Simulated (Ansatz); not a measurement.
One change: `CSC(=N)N` becomes `N=C(N)[SiH3]`.

Ansatz, PBE0-D4/def2-TZVP geometries, multiplicity 1. Each molecule was computed in one conformer, which needn't be the lowest.

```
                                        property  `CSC(=N)N`
  size of the dipole moment (PBE/def2-TZVPP) / D        3.19
              LUMO energy (PBE0/def2-TZVPP) / eV        0.35
              HOMO energy (PBE0/def2-TZVPP) / eV       -6.69
               LUMO energy (PBE/def2-TZVPP) / eV       -0.60
             HOMO energy (B3LYP/def2-TZVPP) / eV       -6.47
size of the dipole moment (B3LYP/def2-TZVPP) / D        3.28
```

(1) What does the change do to each property? (An estimate is asked.)

## Answers

(1) Ansatz gave: 
```csv
property,`N=C(N)[SiH3]`,shift
size of the dipole moment (PBE/def2-TZVPP) / D,3.24,0.05
LUMO energy (PBE0/def2-TZVPP) / eV,0.00,-0.35
HOMO energy (PBE0/def2-TZVPP) / eV,-7.16,-0.47
LUMO energy (PBE/def2-TZVPP) / eV,-0.97,-0.37
HOMO energy (B3LYP/def2-TZVPP) / eV,-6.94,-0.47
size of the dipole moment (B3LYP/def2-TZVPP) / D,3.26,-0.02
```

With PBE0 the HOMO falls by 0.47 eV and the LUMO falls by 0.35 eV, so the gap widens by about 0.12 eV. PBE moves the HOMO by -0.41 eV and ωB97M-V by -0.55 eV. Dipoles are sizes alone; their direction can turn.

B3LYP here is the variant with VWN-RPA as its local correlation; programs differ in this.
